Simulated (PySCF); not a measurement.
A made-up structure of Si2H3OF, singlet:

```
7
angstrom
F 1.0290 -0.4572 -0.2320
Si -0.5834 -0.8738 -0.2581
O -1.0037 -1.9373 0.8471
Si 0.3458 1.0490 0.2072
H -1.0733 -1.4091 -1.5451
H 0.6954 1.4851 1.5804
H 0.6163 2.1373 -0.7644
```

It is relaxed with PBE-D4/def2-SVP and then PBE0-D4/def2-TZVP (PySCF 2.14 with density fitting (its default auxiliary sets; JK sets also for MP2 and CCSD(T))). Atoms count as bonded within 1.22 times the sum of their covalent radii (H–H: 0.88 Å). The end point is not checked to be a true minimum.

Question: Does its bonding change? (Judge from chemistry; the calculation decides.)

Answer: The calculation gives: Yes. Formed: none; broken: F1–Si2.

Where it ends: The first stage lowers the energy by 2.03 eV in 45 steps. It ends as Si₂H₃OF ([O][SiH][SiH2][F]):
```xyz
7
angstrom
F 1.6575 0.3872 -1.1950
Si -1.1411 -0.8082 -0.0132
O -2.1703 -0.7707 1.1068
Si 0.6972 0.6682 0.0572
H -1.2294 -1.7408 -1.1775
H 1.4631 0.4473 1.3066
H 0.2134 2.0675 -0.0175
```

Labels in which every atom is bracketed show which atoms are joined, not bond orders.

For scale, one of the runs: PBE0-D4/def2-TZVP relaxation, 154 basis functions, launched by `OMP_NUM_THREADS=2 python run.py`. The run took 47 s on 2 CPU threads of an AMD EPYC 7B13 (shared host), with 1.4 GiB of host memory at its peak.
